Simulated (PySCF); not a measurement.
# r2SCAN on Mg⁺ (magnesium, charge +1)

Configuration: [Ne] 3s1, 2S determinant. All numbers are calculated (PySCF 2.14, the non-relativistic Hamiltonian (point nucleus), in pcseg-2).

```json
{
  "Total energy": "-199.7682 hartree",
  "One-electron energy": "-275.6997 hartree",
  "Hartree (Coulomb) energy": "92.1723 hartree",
  "Exchange-correlation energy": "-16.2408 hartree",
  "Kinetic energy": "199.59816 hartree",
  "⟨S²⟩": "0.7501",
  "⟨L²⟩": "0.000",
  "Sum of ⟨r⟩": "8.555 bohr",
  "Sum of ⟨r²⟩": "13.73 bohr²",
  "Density at the nucleus (Gaussians lack the cusp)": "1070 bohr⁻³",
  "Spin density at the nucleus": "2.07 bohr⁻³",
  "Langevin diamagnetic susceptibility": "-10.9 ×10⁻⁶ cm³/mol",
  "Time after the integrals": "0.2 s of wall time on 1 thread of Neoverse-V1 (shared host)"
}
```

```csv
shell,electrons,mean orbital energy (eV),"rms radius, mean of both spins (bohr)"
1s α,1,-1275.2,0.152
1s β,1,-1275.1,0.152
2s α,1,-91.636,0.764
2s β,1,-91.559,0.764
2p α,3,-57.099,0.778
2p β,3,-56.973,0.778
3s α,1,-12.050,2.98
```
